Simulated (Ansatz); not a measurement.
A nudged elastic band was laid between two geometries of ClGaH6Si (9 atoms, charge 0, multiplicity 1).

These are results of Ansatz 0.2.0, RKS r2SCANh/def2-mTZVP, not measurements.

```
movable images  : 5
climbing image  : yes
spring          : 5.0 eV/Å²
optimiser       : quadratic models (default)
start path      : through a guess of the saddle point
force threshold : 0.05 eV/Å
iteration limit : 60
end points      : relaxed
```

First end point:

```xyz
9
Properties=species:S:1:pos:R:3
Ga -0.763 -0.689 -0.802
Si 0.573 -0.486 1.191
H -0.055 -1.064 -2.153
H -2.329 -0.699 -0.742
H 0.564 2.195 -1.120
Cl -0.709 2.019 -1.293
H 1.733 0.426 0.939
H -0.164 0.085 2.353
H 1.151 -1.788 1.627
```

Last end point:

```xyz
9
Properties=species:S:1:pos:R:3
Ga -1.034 -0.054 -1.555
Si 0.882 -0.121 1.354
H 0.088 -0.849 -2.281
H -2.236 -0.599 -0.734
H 0.125 0.326 0.137
Cl -1.138 2.054 -2.053
H 2.238 0.462 1.262
H 0.147 0.380 2.535
H 0.928 -1.599 1.335
```

**Question.** What changes between the two ends?

**Answer.** Bonds broken: Ga1–Si2, H5–Cl6. Bonds formed: Ga1–Cl6, Si2–H5. ClGaH6Si becomes ClGaH2 + H4Si.

**Question.** What energy profile does the band end with?

**Answer.** It converged. The highest image is number 3 of 0 to 6, 9.3 kcal/mol above the first end and 37.4 kcal/mol above the last; the last end lies 28.1 kcal/mol below the first. A vibrational analysis at the climbing image gives one clearly imaginary mode, 610i cm⁻¹: a first-order saddle point. The orbitals stay closed-shell, which can raise the energy where a bond breaks towards radicals; this wasn't checked here.

```
image  path coordinate (Å)  energy (kcal/mol)  Ga1–Si2 (Å)  H5–Cl6 (Å)  Ga1–Cl6 (Å)
    0                 0.00                0.0         2.41        1.30         2.75
    1                 0.66                0.4         2.41        1.30         2.74
    2                 1.31                4.4         2.43        1.31         2.73
    3                 1.97                9.3         2.54        1.51         2.52
    4                 2.59              -11.1         2.82        2.10         2.28
    5                 3.21              -26.6         3.17        2.66         2.18
    6                 3.83              -28.1         3.48        3.06         2.17
```

**Question.** What is the geometry of the highest image?

**Answer.** 
```xyz
9
Properties=species:S:1:pos:R:3
Ga -0.753 -0.454 -1.025
Si 0.652 -0.164 1.067
H 0.084 -1.078 -2.174
H -2.239 -0.641 -0.617
H 0.030 1.143 -0.328
Cl -0.535 2.020 -1.423
H 1.999 0.461 1.011
H -0.085 0.349 2.249
H 0.847 -1.635 1.240
```

**Question.** What are the harmonic wavenumbers there?

**Answer.** 610i, 69, 154, 268, 287, 297, 429, 513, 534, 673, 679, 712, 909, 942, 948, 1353, 2023, 2050, 2191, 2233, 2247 cm⁻¹.

Run time: 2.7 min on 4 threads of Arm Neoverse N1, on a shared host, peak memory 0.25 GiB.
